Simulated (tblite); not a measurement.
Compound: C₇H₆O₂.
Cartesian coordinates in Å at the GFN2-xTB level; atoms count from 1:
```
atom  x, y, z in Å
O1     2.968   -0.003   -0.563
C2     2.002   -0.747   -0.563
C3     0.653   -0.359   -0.214
C4    -0.389   -1.295   -0.245
C5    -1.672   -0.929    0.088
C6    -1.938    0.388    0.460
C7    -0.933    1.328    0.499
C8     0.378    0.975    0.164
O9     1.328    1.907    0.213
H10    2.120   -1.809   -0.843
H11   -0.164   -2.310   -0.537
H12   -2.470   -1.655    0.062
H13   -2.946    0.675    0.722
H14   -1.127    2.350    0.784
H15    2.185    1.494   -0.049
```

Level: GFN2-xTB in tblite, geometry and Hessian alike; calculated harmonic values, unscaled, isolated species. Against measured fundamentals such values can be off by several per cent, at times by over 20. One conformer, not necessarily the lowest.

Harmonic wavenumbers (cm⁻¹): 127.4, 187.0, 272.3, 273.8, 403.5, 404.0, 440.1, 501.0, 541.2, 647.7, 683.4, 745.7, 774.7, 794.6, 851.4, 878.3, 908.0, 926.7, 931.6, 1075.9, 1124.1, 1174.0, 1185.3, 1235.6, 1275.4, 1281.0, 1357.0, 1374.6, 1450.2, 1456.7, 1555.2, 1605.6, 1686.3, 2803.8, 3075.8, 3078.9, 3086.4, 3100.4, 3110.4.

A = 3260, B = 1504, C = 1029 MHz; mass 122.037 u (most abundant isotopes); point group Cs, symmetry number 1.

Task: What is the zero-point energy?

Result: ½Σν̃ = 24193 cm⁻¹ = 289.41 kJ/mol.

Task: What is S at 500 K and 1 bar for an ideal gas of classical rigid rotors and harmonic oscillators?

Result: Translation 179.52, rotation 125.88, vibration 127.56: S = 433.0 J/(mol K).

Task: And Cp and H(500 K) − H(0)?

Result: Cp = 194.47 J/(mol K), of which vibrations give 161.21 (their classical limit is 39 R = 324.3); H(500 K) − H(0) = 54.40 kJ/mol without the zero-point energy, 37.77 from vibrations.

Task: What must be added to the electronic energy to get the Gibbs energy at 500 K and 1 bar?

Result: ZPE + [H(500 K) − H(0)] − T·S = 289.41 + 54.40 − 216.48 = 127.33 kJ/mol.

Task: How do the functions run with temperature in this model?

Result: 
```
T (K)  S (J/(mol K))  Cp (J/(mol K))  H − H(0) (kJ/mol)  G − H(0) (kJ/mol)  ln q(vib)
  100          260.6            52.5               3.96             -22.11       0.29
  200          307.8            88.6              10.97             -50.59       1.36
  300          351.1           127.7              21.78             -83.55       2.81
  800          538.8           254.4             122.69            -308.38      11.75
 1000          598.4           278.7             176.14            -422.24      15.28
```

q(vib) and H(0) count from the zero-point level.

Hindered rotation and anharmonicity are outside this model. Other conformers, if any are populated, would add a mixing term that is left out.
